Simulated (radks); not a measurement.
Initial-state core-level shifts of neutral palladium when its valence configuration changes from [Kr] 4d10. All-electron calculation, Dirac Kohn-Sham, PBE, spin-unpolarised, spherical densities, finite nucleus; open shells are shared between the two j in proportion to 2j + 1; Fermi nuclear charge, rms radius 4.5318 fm. Program: a radial shooting solver on a logarithmic mesh with Libxc functionals. Shifts are changes of the shell-averaged eigenvalues in eV (positive: less bound); the change of the density at the nucleus, which sets a Mossbauer isomer shift, is in e/bohr^3, on a base of 1.328e+05.

[
 {"valence": "4d9 5s1", "2p": "-3.547", "3s": "-3.536", "3p": "-3.537", "4s": "-3.382", "density at nucleus": "+16.97"},
 {"valence": "4d8 5s2", "2p": "-7.778", "3s": "-7.715", "3p": "-7.716", "4s": "-7.259", "density at nucleus": "+40.37"},
 {"valence": "4d9 5p1", "2p": "-5.343", "3s": "-5.355", "3p": "-5.355", "4s": "-5.262", "density at nucleus": "+1.28"},
 {"valence": "4d9.5 5s0.5", "2p": "-1.680", "3s": "-1.679", "3p": "-1.679", "4s": "-1.618", "density at nucleus": "+7.73"},
 {"valence": "4d8.5 5p1.5", "2p": "-8.095", "3s": "-8.097", "3p": "-8.097", "4s": "-7.883", "density at nucleus": "+2.43"},
 {"valence": "4d8 5s0.5 5p1.5", "2p": "-10.241", "3s": "-10.207", "3p": "-10.207", "4s": "-9.804", "density at nucleus": "+14.00"},
 {"valence": "4d8.5 5s0.5 5p1", "2p": "-7.335", "3s": "-7.326", "3p": "-7.326", "4s": "-7.089", "density at nucleus": "+11.61"},
 {"valence": "4d7 5s1 5p2", "2p": "-15.663", "3s": "-15.528", "3p": "-15.529", "4s": "-14.627", "density at nucleus": "+31.08"},
 {"valence": "4d8 5p2", "2p": "-10.953", "3s": "-10.930", "3p": "-10.930", "4s": "-10.544", "density at nucleus": "+3.90"}
]
